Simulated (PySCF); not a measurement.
C3H8O2Si. Atoms are numbered in the order given.

```xyz
14

C      2.5312     0.1155    -0.2444
C      1.1029     0.5219     0.0062
O      0.5805     1.4371    -0.6164
C      0.3172    -0.2685     1.0186
Si    -1.2436    -0.9537     0.1641
O     -2.0167     0.3489    -0.5068
H      2.5694    -0.9489    -0.5311
H      2.9709     0.7348    -1.0365
H      3.1195     0.2111     0.6832
H      0.9147    -1.0434     1.5239
H     -0.0712     0.4328     1.7787
H     -0.8138    -1.9723    -0.8454
H     -2.1313    -1.6071     1.1648
H     -1.3670     1.0436    -0.7315
```

Geometry optimised at r2SCAN-D4/def2-SVP. The values are those of a single conformer.

These are PBE/pcSseg-1 in PySCF values and carry that method's errors.

GIAO shieldings, no solvent; atoms listed in one row are averaged. δ = σ(ref) − σ: ¹³C against TMS (σ = 182.0 ppm); ¹⁷O against H2O (σ = 334.3 ppm); ²⁹Si against TMS (σ = 335.4 ppm); ¹H against TMS (σ = 31.49 ppm), references at their B3LYP-D3(BJ)/def2-TZVP geometries, non-relativistic.

Computed chemical shifts:
```json
[
 {"nucleus": "¹³C", "atoms": "C2", "count": "1", "δ (ppm)": "217.0"},
 {"nucleus": "¹³C", "atoms": "C4", "count": "1", "δ (ppm)": "37.5"},
 {"nucleus": "¹³C", "atoms": "C1", "count": "1", "δ (ppm)": "37.4"},
 {"nucleus": "¹⁷O", "atoms": "O3", "count": "1", "δ (ppm)": "641.1"},
 {"nucleus": "¹⁷O", "atoms": "O6", "count": "1", "δ (ppm)": "30.1"},
 {"nucleus": "²⁹Si", "atoms": "Si5", "count": "1", "δ (ppm)": "-20.3"},
 {"nucleus": "¹H", "atoms": "H12", "count": "1", "δ (ppm)": "5.51"},
 {"nucleus": "¹H", "atoms": "H13", "count": "1", "δ (ppm)": "5.40"},
 {"nucleus": "¹H", "atoms": "H14", "count": "1", "δ (ppm)": "3.82"},
 {"nucleus": "¹H", "atoms": "H7, H8, H9", "count": "3", "δ (ppm)": "2.60"},
 {"nucleus": "¹H", "atoms": "H10, H11", "count": "2", "δ (ppm)": "2.52"}
]
```
